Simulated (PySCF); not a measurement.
C7H7N.
Cartesian coordinates in Å at the GFN2-xTB level; atoms count from 1:
```xyz
15
C7H7N angstrom
C      3.2791   -0.3549    0.6244
C      2.0640   -0.4872    0.1999
C      0.8383   -0.6252   -0.1993
C     -0.3661   -0.3504    0.6730
C     -0.9914    0.9351    0.2428
C     -2.1952    1.0422   -0.3220
C     -3.0398   -0.0615   -0.5478
N     -3.7385   -0.9514   -0.7393
H      3.8193   -1.1757    1.0684
H      3.8114    0.5792    0.5392
H      0.6207   -0.9220   -1.2167
H     -1.0817   -1.1704    0.5795
H     -0.0439   -0.2675    1.7138
H     -0.3850    1.8207    0.3807
H     -2.5957    1.9969   -0.6371
```

The closed-shell SCF was solved with PySCF and density fitting under several settings on one GFN2-xTB geometry (grid level 2 and gas phase unless stated).

```json
{"settings": "PBE0/pcSseg-1", "basis functions": "171", "SCF cycles": "13", "E (Eh)": "-325.1730", "HOMO (eV)": "-7.69", "LUMO (eV)": "-1.54", "dipole (D)": "4.22"}
{"settings": "PBE0/def2-SVPD", "basis functions": "216", "SCF cycles": "14", "E (Eh)": "-324.9864", "HOMO (eV)": "-7.68", "LUMO (eV)": "-1.57", "dipole (D)": "4.23"}
{"settings": "KT3/def2-SVP, fitting basis def2-qzvpp-jkfit, start guess sap", "basis functions": "147", "SCF cycles": "18", "E (Eh)": "-330.6447", "HOMO (eV)": "-6.46", "LUMO (eV)": "-2.28", "dipole (D)": "3.88"}
{"settings": "KT2/def2-SVPD, grid level 3, level shift 0.3 Eh", "basis functions": "216", "SCF cycles": "15", "E (Eh)": "-331.1199", "HOMO (eV)": "-6.57", "LUMO (eV)": "-2.47", "dipole (D)": "4.14"}
{"settings": "PBE/6-311G**, IEF-PCM chloroform, fitting basis def2-universal-jkfit", "basis functions": "186", "SCF cycles": "12", "E (Eh)": "-325.2747", "HOMO (eV)": "-6.29", "LUMO (eV)": "-2.27", "dipole (D)": "4.92"}
{"settings": "PBE0/def2-SVPD, IEF-PCM benzene, grid level 1, fitting basis def2-universal-jkfit", "basis functions": "216", "SCF cycles": "10", "E (Eh)": "-324.9915", "HOMO (eV)": "-7.57", "LUMO (eV)": "-1.50", "dipole (D)": "4.83"}
```

Problem. Estimate the rows for these settings: (1) OLYP/ANO-RCC-VDZP, energy threshold 1e-08 Eh; (2) CAM-B3LYP/pcSseg-1; (3) X3LYP/6-311+G(2d,p), damping 0.1 at the start, DIIS from the seventh cycle.

Solution. 
```tsv
settings	basis functions	SCF cycles	E (Eh)	HOMO (eV)	LUMO (eV)	dipole (D)
OLYP/ANO-RCC-VDZP, energy threshold 1e-08 Eh	147	11	-325.5855	-6.24	-2.12	4.03
CAM-B3LYP/pcSseg-1	171	14	-325.3934	-8.97	-0.38	4.22
X3LYP/6-311+G(2d,p), damping 0.1 at the start, DIIS from the seventh cycle	258	27	-325.5532	-7.49	-1.68	4.27
```

Problem. Over all rows, what range does the HOMO–LUMO gap span?

Solution. From 4.02 eV (PBE/6-311G**, IEF-PCM chloroform, fitting basis def2-universal-jkfit) to 8.59 eV (CAM-B3LYP/pcSseg-1). The functional of the narrowest has no exact exchange, that of the widest range-separated exact exchange.

Problem. And the dipole moment?

Solution. From 3.88 D (KT3/def2-SVP, fitting basis def2-qzvpp-jkfit, start guess sap) to 4.92 D (PBE/6-311G**, IEF-PCM chloroform, fitting basis def2-universal-jkfit); the largest is 1.27 times the smallest, and the median is 4.22 D.

Problem. Compare two rows with the functional PBE0: PBE0/pcSseg-1 and PBE0/def2-SVPD. Which energy is lower, and by how much?

Solution. PBE0/pcSseg-1 (171 functions) lies 0.1866 Eh or 117 kcal/mol below PBE0/def2-SVPD (216 functions). The smaller set gives the lower energy; the two sets aren't nested, so the variational bound doesn't order them by size.

Cycle counts include a coarse-grid stage where the run had one. All basis functions are spherical, in the Pople sets too. KT2 and KT3 were designed for NMR shieldings or shifts; total energies of different functionals aren't comparable. ANO-RCC sets were contracted for a scalar-relativistic Hamiltonian, but ran non-relativistically here. The structure is a single GFN2-xTB conformer; no vibrational corrections.
